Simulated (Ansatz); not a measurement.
The cluster Ta2O7H4, relaxed as a singlet with RKS PBE-D4/def2-SVP in Ansatz, starting from the GFN2-xTB geometry. Force threshold 0.02 eV/Å.

In the def2 sets Ta takes a core potential; there is no spin–orbit coupling. The structure holds 2 bonds between oxygen atoms, so isomers without such links may lie far lower. The restricted singlet is unstable towards broken spin symmetry in Hartree–Fock (as tested in another run); at PBE-D4/def2-SVP this wasn't settled. The relaxation made no stability test and no search for a lower SCF solution. No other spin state of charge 0 was run. Another isomer (singlet) lies 4.39 eV lower at PBE0-D4/def2-TZVP; other spin states weren't run for this one.

Start:

Cartesian coordinates in Å:
```
Ta -0.3251 2.1011 0.3934
Ta 0.3541 -1.6278 -0.1871
O 1.4490 -0.2021 0.8159
O -0.1221 -3.1201 0.5012
O -0.2327 2.7328 1.9845
O -1.1853 -0.2383 0.5175
O 0.1756 -1.8814 -2.0124
O 1.1151 0.6321 -0.2853
O 2.1707 -1.2650 0.3552
H -0.0403 -2.5265 -2.6910
H -1.9289 2.5534 0.0085
H 0.5307 3.3765 -0.4089
H -1.9609 -0.5348 1.0085
```

| step | energy (eV) | largest force component (eV/Å) | SCF passes |
| --- | --- | --- | --- |
| 1 | -17477.3483 | 3.275 | 29 |
| 2 | -17478.1524 | 1.202 | 30 |
| 3 | -17478.3271 | 0.658 | 28 |
| 4 | -17478.3934 | 0.441 | 29 |
| 5 | -17478.4273 | 0.404 | 29 |
| 6 | -17478.4447 | 0.235 | 25 |
| 7 | -17478.4514 | 0.127 | 24 |
| 8 | -17478.4558 | 0.104 | 25 |
| 9 (rejected) | -17478.4484 | 0.318 | 25 |
| 10 | -17478.4581 | 0.060 | 25 |
| 11 | -17478.4601 | 0.034 | 25 |
| 12 | -17478.4620 | 0.091 | 24 |
| 13 | -17478.4626 | 0.061 | 25 |
| 14 (rejected) | -17478.4625 | 0.080 | 25 |
| 15 | -17478.4633 | 0.037 | 25 |
| 16 (rejected) | -17478.4632 | 0.038 | 26 |
| 17 | -17478.4636 | 0.017 | 25 |
| 18 | -17478.4638 | 0.030 | 25 |
| 19 | -17478.4639 | 0.016 | 25 |
| 20 | -17478.4640 | 0.026 | 25 |
| 21 | -17478.4642 | 0.019 | 25 |
| 22 | -17478.4643 | 0.022 | 25 |
| 23 | -17478.4644 | 0.030 | 25 |
| 24 | -17478.4645 | 0.029 | 25 |
| 25 | -17478.4646 | 0.056 | 25 |
| 26 | -17478.4647 | 0.044 | 25 |
| 27 | -17478.4648 | 0.014 | 25 |

Force components are those of the run's own axes.

End:

```xyz
13

Ta   -0.2203    2.0530    0.4184
Ta    0.2921   -1.5246   -0.2187
O     1.6662   -0.2807    1.0109
O    -0.3756   -2.8587    0.6634
O     0.0370    2.4602    2.0704
O    -1.0486   -0.0325    0.1229
O     0.1874   -1.9700   -2.0677
O     1.3188    0.7803   -0.0534
O     2.2428   -1.3675    0.3158
H    -0.1476   -2.7432   -2.5542
H    -2.0225    2.0784    0.4372
H     0.0547    3.5664   -0.5186
H    -1.9844   -0.1612    0.3736
```

By distances, no bond broke or formed. The bond that changes most is Ta1–O6, from 2.50 to 2.26 Å (atoms count from 1).

The force fell under the threshold at step 17, but the optimiser went on. No frequencies were taken in this run, so the end may be a saddle point.

It took 1.9 min on 4 threads of Arm Neoverse N1 on a shared host.
